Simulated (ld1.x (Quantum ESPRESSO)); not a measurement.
# Before and after: PAW potential for Ca (Z = 20)

```json
{"Element": "Ca (Z = 20)", "Generator": "ld1.x (Quantum ESPRESSO) 7.5", "Type": "PAW", "Functional": "LDA (PZ)", "Relativity": "scalar-relativistic", "Frozen core": "[Ne]", "Valence charge": "10", "Reference configuration": "3s2 3p6 3d0 4s1 4p0 (charge +1)", "Partial waves": "3s (bound): rcut 1.50, rcutus 1.75 bohr; 4s (bound): rcut 1.50, rcutus 1.75 bohr; 3p (bound): rcut 1.70, rcutus 1.85 bohr; 4p (bound, empty): rcut 1.70, rcutus 1.85 bohr; 3d (bound, empty): rcut 2.40, rcutus 2.95 bohr; 3d channel at -0.3 Ry: rcut 2.40, rcutus 2.95 bohr; 4f channel at 0.3 Ry: rcut 2.90, rcutus 3.20 bohr", "Local potential": "all-electron potential smoothed inside 2.70 bohr (lloc = -2)", "Core correction": "Bessel-smoothed model core inside 1.20 bohr", "Augmentation charge": "PSQ, radius 1.70 bohr"}
```

Change: all radii but the core radius scaled by about 1.11 (s 1.94, p 2.06, d 3.28, f 3.54 bohr, rcut 1.66/1.88/2.66/3.22); local potential all-electron potential smoothed inside 3.00 bohr (lloc = -2); augmentation PSQ, radius 1.88 bohr.

Cutoffs: the cutoffs (Ry, on a coarse ladder) from which the occupation-weighted sum of valence levels, in a spherical-Bessel basis at the reference potential, stays within 10 and 1 mRy of its value at 400 Ry; they do not see the model core or the augmentation charge, which bear on the density cutoff. Errors are all-electron minus pseudo energies relative to the spin-unpolarised reference configuration.

Task: Predict the effect on cutoff, ghosts and configuration errors.

Result: The potential gets softer (25 Ry and 40 Ry → 21 Ry and 35 Ry); the number of tests with a reliable result goes from 9 to 3 (the test run of the changed file stopped, so its transferability is not established); the errors of the 3 common tests hardly move; neither file shows a bound ghost. A larger radius leaves more room for a smooth pseudo-wave, so fewer plane waves are needed.

```tsv
quantity	base	changed
cutoff, loose	25 Ry	21 Ry
cutoff, tight	40 Ry	35 Ry
loose cutoff by channel (10 mRy a level)	s 18 Ry, p 18 Ry	s 18 Ry, p 15 Ry
bound ghosts	none	none
tests with a reliable result	9 of 9	3 of 9 (the test run stopped)
error for 3s2 3p6 3d0 4s2 4p0, meV [ΔE -6.46 eV]	+0.2	+0.2
error for 3s2 3p6 3d0 4s0 4p0, meV [ΔE 11.95 eV]	-0.4	-0.2
error for 3s2 3p6 3d0 4s1.5 4p0, meV [ΔE -3.90 eV]	+0.1	+0.1
lowest overlap eigenvalue by channel	s 0.27, p 0.31, d 1.00, f 1.00	s 0.19, p 0.14, d 0.41, f 1.00
```
